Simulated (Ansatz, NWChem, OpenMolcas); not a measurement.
## Worked example: GeH3F + BH2(SH) → GeH3(SH) + BH2F

Gas-phase species: GeH3F (fluorogermane) `[F][GeH3]`, singlet; BH2(SH), singlet; GeH3(SH), singlet; BH2F `BF`, singlet. The partners trade F for SH: Ge–F and B–SH bonds give way to Ge–SH and B–F.

Shapes, held fixed at every level: PBE0-D4/def2-TZVP. Programs: Ansatz 0.2.0, NWChem 7.3.0, OpenMolcas 26.06. A level may come from different programs for different species; with the same settings they agree closely. The zero-point and thermal change to 298 K, harmonic and unscaled (PBE0-D4/def2-TZVP), is -0.1 kJ/mol.

At CCSD(T)/def2-TZVPP; 1 Eh = 2625.50 kJ/mol:

| species | energy (Eh) |
| --- | --- |
| GeH3F | -2177.169981 |
| BH2(SH) | -424.329173 |
| GeH3(SH) | -2475.752636 |
| BH2F | -125.759518 |

Task: Work out ΔH(298 K) of the reaction at this level.

Result: 
1. Products less reactants: (-2475.752636) + (-125.759518) − [(-2177.169981) + (-424.329173)] = -0.013000 Eh = -34.1 kJ/mol.
2. With the thermal change: -34.1 + (-0.1) = -34.2 kJ/mol.

Other levels give -45.4 (B3LYP/6-31G* (spherical functions)) to -31.3 kJ/mol (SPW92/def2-TZVPP). No measured value is set beside it here. Relativity is left out for Ge. Outer-core shells of Ge are correlated, in sets that cover them unevenly.
